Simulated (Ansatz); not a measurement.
Name a neutral molecule of B, N, S, Si and H with HOMO energy (B3LYP/def2-TZVPP) between -7.15 and -6.85 eV and LUMO energy (ωB97M-V/def2-TZVPP) between 1.60 and 1.90 eV (Ansatz, PBE0-D4/def2-TZVP geometry).

`[SiH3]NBS` (-7.11 eV, 1.72 eV). Other molecules can fit too; these were computed, each in one conformer that needn't be the lowest.

B3LYP here is the variant with VWN-RPA as its local correlation; programs differ in this.
